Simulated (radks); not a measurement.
The numbers below are computed, except where a source is named.
Question: Tb56+, configuration [He] 2s2 2p4 5d1 (not the ground configuration). Code: a radial shooting solver on a logarithmic mesh with Libxc functionals. Model: scalar-relativistic Kohn-Sham, PBE, spin-polarised, spherical densities, finite nucleus; open shells are filled with parallel spins first (spin-orbit coupling, left out, can overturn this in heavy ions); Fermi nuclear charge, rms radius 5.06 fm. Some entries of the table are withheld. Estimate them.

orbital  occ.  eigenvalue (hartree)  <r> (bohr)
1s up       1             -2094.029         (1)
1s down     1             -2093.010         (2)
2s up       1             -485.2536     0.08894
2s down     1             -483.5397     0.08907
2p up       3             -453.3922     0.07805
2p down     1             -451.3750     0.07820
5d up       1             -65.93499      0.5909

Answer: 
(1) 1s up <r> (bohr): 0.02147
(2) 1s down <r> (bohr): 0.02146
